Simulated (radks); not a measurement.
Values are calculated unless marked as measured or tabulated.
The nitrogen anion N2-, [He] 2s2 2p5, held by a Watson sphere: a shell of charge +2.26 at radius R that stands for the Madelung well of a crystal (potential energy -2.26/R inside, -2.26/r outside, in hartree with lengths in bohr). Code: a radial shooting solver on a logarithmic mesh with Libxc functionals. Model: non-relativistic Kohn-Sham, r2SCAN, spin-polarised, spherical densities, point nucleus; open shells are filled with parallel spins first; meta-GGA in the generalised Kohn-Sham scheme.

R (bohr)  e(2s down) (eV)  e(2p up) (eV)  e(2p down) (eV)  <r> 2p (bohr)  sum of <r^2> (bohr^2)  X-ray form factor at sin(theta)/lambda = 0.3 1/angstrom
2.29              -19.859         -9.515           -8.195          1.785                  24.51                                                    3.219
2.81              -17.898         -7.861           -6.592          1.964                  28.59                                                    3.171
2.84              -17.802         -7.778           -6.510          1.975                  28.83                                                    3.170
3.13              -16.955         -7.043           -5.779          2.082                  31.17                                                    3.166
3.28              -16.570         -6.708           -5.440          2.141                  32.42                                                    3.166
3.44              -16.192         -6.383           -5.105          2.207                  33.78                                                    3.167
3.49              -16.081         -6.288           -5.006          2.229                  34.22                                                    3.167
3.61              -15.825         -6.072           -4.778          2.284                  35.28                                                    3.168
3.97              -15.149         -5.531           -4.175          2.474                  38.73                                                    3.173
